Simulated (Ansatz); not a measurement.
Consider the formal exchange of groups at the Sn–C bond: `[SnH3][CH2][SnH3]` + `B[SiH2]Cl` → `B[SiH](Cl)[SnH3]` + `[CH3][SnH3]`.

Isolated molecules relaxed with PBE0-D4/def2-TZVP in Ansatz; ΔE leaves out vibrations. CBS: MP2 limit from def2 TZ/QZ plus the TZ coupled-cluster correction, frozen cores. DFT in def2-TZVPP. B3LYP here is the variant with VWN-RPA as its local correlation; programs differ in this. HSE06 is defined as in plane-wave codes. def2 core potentials past Kr. For Sn outer-core shells are correlated without core-valence functions, which leaves a few kJ/mol of doubt a bond.

Task: Is it downhill or uphill in electronic energy at CCSD(T)/CBS, and by how much? (An estimate is asked.)

Result: Computed: Downhill: ΔE = -11.1 kcal/mol.

Task: What do these levels give: revPBE-D4, B97M-V, B3LYP-D4, HSE06, CAM-B3LYP, HF/def2-QZVPP? (Estimate.)

Result: The calculation gave: revPBE-D4 -18.8, B97M-V -14.6, B3LYP-D4 -12.6, HSE06 -16.0, CAM-B3LYP -9.4, HF/def2-QZVPP 4.7 kcal/mol.

Largest T1 diagnostic among the species: 0.013.

The D4 term adds −0.8 kcal/mol with B3LYP and −0.4 kcal/mol with PBE0; it sums over pairs of atoms, weighted by their polarisabilities, and B3LYP, whose exchange is more repulsive, gets the larger term. From PBE to PBE0 (25 % exact exchange), in def2-TZVPP and without D4, ΔE moves by +3.9 kcal/mol. In def2-TZVPP, CCSD(T) changes the Hartree–Fock value by −14.7 kcal/mol (the triples alone add −2.6 kcal/mol) and MP2 by −16.3 kcal/mol.
